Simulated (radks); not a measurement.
Values are calculated unless marked as measured or tabulated.
Spin polarisation of the 3d8 shell in the copper ion Cu3+. Start: [Ar] 3d(up 4, down 4); electrons of 3d are moved from spin down to spin up, other shells keep equal spins. Level of theory: scalar-relativistic Kohn-Sham, LDA (Slater exchange, Perdew-Wang correlation), spin-polarised, spherical densities, finite nucleus; Fermi nuclear charge, rms radius of each element as measured or else 0.836 A^(1/3) + 0.57 fm (a radial shooting solver on a logarithmic mesh with Libxc functionals).

\begin{tabular}{lrrrr}
moment (Bohr magnetons) & E - E(0) (eV) & e(3d up) (eV) & e(3d down) (eV) & 3p down minus up (eV) \\ \hline
0 & 0.000 & -49.252 & -49.252 & 0.000 \\
0.5 & -0.069 & -49.522 & -48.970 & 0.584 \\
1 & -0.276 & -49.777 & -48.674 & 1.168 \\
1.5 & -0.620 & -50.020 & -48.365 & 1.753 \\
2 & -1.103 & -50.249 & -48.041 & 2.339 \\
\end{tabular}

At moment 2 the spin-polarisation energy is -1.103 eV and the 3d exchange splitting 2.208 eV, that is 1.104 eV per Bohr magneton; E = -I m^2/4 would give I = 1.103 eV.
